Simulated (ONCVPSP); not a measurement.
**Configuration tests for Ge (ONCV)**

```json
{"Element": "Ge", "Generator": "ONCVPSP 4.0.1", "Type": "optimised norm-conserving Vanderbilt (ONCV)", "Functional": "PW91", "Relativity": "scalar-relativistic", "Frozen core": "[Ar]", "Valence charge": "14", "Reference configuration": "3d10 4s2 4p1 (charge +1)", "Partial waves": "4s: rc 1.80 bohr, ncon 5, nbas 9, qcut 3.6 1/bohr, 2 projectors, debl 2.9 Ha; 4p: rc 1.55 bohr, ncon 4, nbas 8, qcut 5.3 1/bohr, 1 projector; 3d: rc 1.25 bohr, ncon 4, nbas 9, qcut 11.1 1/bohr, 2 projectors, debl 1.7 Ha", "Local potential": "polynomial inside 0.85 bohr (lpopt 5, dvloc0 6 Ha)", "Core correction": "polynomial model core, fcfact 0.45"}
```

Energies are relative to the spin-unpolarised reference configuration 3d10 4s2 4p1; without spin polarisation the order of configurations can differ from experiment.

```csv
valence configuration,charge,ΔE all-electron (eV),error AE − PS (meV)
3d10 4s2 4p2,0,-7.502,+2.6
3d10 4s2 4p0,+2,15.524,-3.1
3d10 4s1 4p0,+3,50.426,-18
```

(1) What are ΔE and the potential's error for 3d9 4s2 4p2?

Note: no bound ghost flagged; GHOST(+) flagged for s at 17.5 eV, p at 36.6 eV.

Results:

(1) ΔE = 31.278 eV all-electron; the error (AE − PS) is -42 meV.
